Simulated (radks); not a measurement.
Results of a calculation; reference values are marked as such.
Question: Ir3+, configuration [Xe] 4f14 5d6. Code: a radial shooting solver on a logarithmic mesh with Libxc functionals. Model: scalar-relativistic Kohn-Sham, exchange-only r2SCAN, spin-polarised, spherical densities, finite nucleus; open shells are filled with parallel spins first (spin-orbit coupling, left out, can overturn this in heavy ions); meta-GGA in the generalised Kohn-Sham scheme; Fermi nuclear charge, rms radius 5.4032 fm. Some entries of the table are withheld. Estimate them.

orbital,occ.,eigenvalue (eV),<r> (bohr)
1s down,1,-76230.85,0.01744
1s up,1,-76230.83,0.01744
2s up,1,-13389.26,0.07360
2s down,1,-13388.83,0.07360
2p up,3,-11634.65,0.06624
2p down,3,-11634.32,0.06624
3s up,1,-3165.964,0.1902
3s down,1,-3165.922,0.1902
3p up,3,-2650.414,0.1912
3p down,3,-2650.337,0.1912
3d up,5,-2081.462,0.1733
3d down,5,-2081.216,0.1733
4s up,1,-706.3281,0.4233
4s down,1,-705.9863,0.4234
4p up,3,-536.3197,0.4501
4p down,3,-536.0213,0.4502
4d up,5,-326.2453,0.4783
4d down,5,-325.8794,0.4782
5s up,1,-131.7404,(1)
5s down,1,-128.8229,(2)
4f up,7,-93.2599,0.5364
4f down,7,-92.6389,0.5330
5p up,3,-88.0548,(3)
5p down,3,-84.2798,(4)
5d up,5,-37.5678,1.534
5d down,1,-33.0329,1.551

Answer: 
(1) 5s up <r> (bohr): 0.9851
(2) 5s down <r> (bohr): 0.9760
(3) 5p up <r> (bohr): 1.133
(4) 5p down <r> (bohr): 1.120
